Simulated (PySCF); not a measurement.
Isomers of C6H13NSi, from PBE0-D3(BJ)/def2-SVP geometry optimisation, gas phase (PySCF 2.14.0). One conformer each, no zero-point energy, no frequencies.

Question: Which isomer lies lowest at this level?
A. `[CH2:1]=[C:2]([CH3:3])[C@H:4]1[CH2:5][NH:6][SiH2:7][CH2:8]1` with C1–C2–C4–C5 -22°, C2–C4–C5–N6 82°, C4–C5–N6–Si7 24°, C5–N6–Si7–C8 -1°, N6–Si7–C8–C4 -21°: A = 2808, B = 1276, C = 1182 MHz, dipole 0.98 D
B. `[CH2:1]=[CH:2][CH2:3][N:4]1[CH2:5][CH2:6][CH2:7][SiH2:8]1` with C1–C2–C3–N4 -124°, C2–C3–N4–C5 68°, C3–N4–C5–C6 -169°, N4–C5–C6–C7 -40°, C5–C6–C7–Si8 38°, C6–C7–Si8–N4 -22°: A = 3510, B = 1014, C = 849.6 MHz, dipole 0.71 D
C. `[CH2:1]1[CH2:2][SiH2:3][N:4]([CH:5]2[CH2:6][CH2:7]2)[CH2:8]1` with Si3–N4–C5–C6 33°, C8–C1–C2–Si3 38°, C1–C2–Si3–N4 -23°, C2–Si3–N4–C5 -175°, N4–C5–C6–C7 109°: A = 3367, B = 1232, C = 990.1 MHz, dipole 0.80 D

Answer: A. That is `C=C(C)[C@H]1CN[SiH2]C1`, 6.1 kcal/mol below the next.

```csv
SMILES,mapped SMILES,E (Eh),relative (kcal/mol),relative (kJ/mol),dipole (D)
C=C(C)[C@H]1CN[SiH2]C1,[CH2:1]=[C:2]([CH3:3])[C@H:4]1[CH2:5][NH:6][SiH2:7][CH2:8]1,-579.95320,0.0,0.0,0.98
C1C[SiH2]N(C2CC2)C1,[CH2:1]1[CH2:2][SiH2:3][N:4]([CH:5]2[CH2:6][CH2:7]2)[CH2:8]1,-579.94351,6.1,25.4,0.80
C=CCN1CCC[SiH2]1,[CH2:1]=[CH:2][CH2:3][N:4]1[CH2:5][CH2:6][CH2:7][SiH2:8]1,-579.94217,6.9,28.9,0.71
```

As drawn, the lowest has an N–H bond, which the highest lacks.
